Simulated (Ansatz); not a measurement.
C₂H₈N₂Si (`C/N=C/N[SiH3]`), relaxed with RKS PBE0-D4/def2-TZVP in the Gaussian-basis code of Ansatz from a PBE-D4/def2-SVP geometry. The force threshold is 0.005 eV/Å; the program also tests the step.

Total charge 0; spin multiplicity 1.

Start:

```xyz
13

C    -1.414   -0.429   -1.708
N    -0.529   -0.303   -0.581
C    -0.002    0.834   -0.307
N     0.845    0.944    0.772
Si    1.165   -0.522    1.729
H    -1.577    0.526   -2.268
H    -1.024   -1.182   -2.427
H    -2.409   -0.803   -1.380
H    -0.179    1.767   -0.898
H     1.249    1.858    0.975
H     1.840   -1.591    0.920
H     2.112   -0.038    2.795
H    -0.075   -1.060    2.379
```

Problem. How much energy does the relaxation release, and in how many steps? (Estimate.)

Solution. The calculation gave: 6.76 kJ/mol, in 9 steps.

Problem. Which bonds change most? (An estimate is asked.)

Solution. Computed: N4–Si5 from 1.780 to 1.747 Å; C3–H9 from 1.119 to 1.099 Å; Si5–H13 from 1.500 to 1.482 Å; Si5–H11 from 1.500 to 1.482 Å.

Problem. Give the relaxed structure. (An estimate is asked.)

Solution. Ansatz gave: 
```xyz
13

C    -1.414   -0.412   -1.714
N    -0.533   -0.324   -0.585
C    -0.011    0.794   -0.305
N     0.830    0.906    0.764
Si    1.172   -0.508    1.732
H    -1.547    0.546   -2.240
H    -1.031   -1.145   -2.431
H    -2.398   -0.766   -1.394
H    -0.193    1.712   -0.881
H     1.223    1.811    0.951
H     1.845   -1.568    0.946
H     2.104   -0.001    2.776
H    -0.047   -1.044    2.380
```
